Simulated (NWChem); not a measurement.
Species: PH, triplet; SMILES [PH]

All runs: NWChem. Spin-unrestricted. Medium grid unless said otherwise, to which SCAN and Minnesota functionals are sensitive. The geometry was optimised at PBE0-D3(BJ)/def2-TZVP, spin-unrestricted. No stability test was run on the SCF state. Total energies of different functionals are on different scales.

| level | energy (Ha) | highest occupied level (eV) | lowest empty minus highest occupied level, either spin (eV) | dipole (D) | <S²> |
|---|---|---|---|---|---|
| B3LYP/def2-TZVP | -341.9052 | -6.98 | 3.67 | 0.45 | 2.01 |
| PBE/def2-TZVP | -341.7217 | -6.13 | 2.23 | 0.47 | 2.01 |
| CAM-B3LYP/def2-TZVP | -341.8912 | -8.56 | 6.68 | 0.47 | 2.01 |
| MN15/def2-TZVP | -341.7634 | -7.75 | 5.59 | 0.45 | 2.01 |
| PW91/def2-TZVP | -341.8691 | -6.16 | 2.20 | 0.46 | 2.01 |
| TPSSh/def2-TZVP | -341.9038 | -6.76 | 3.40 | 0.50 | 2.01 |
| MPW1K/def2-TZVP | -341.9020 | -8.29 | 6.22 | 0.51 | 2.01 |
| RPBE/def2-TZVP | -341.8579 | -6.12 | 2.31 | 0.47 | 2.01 |
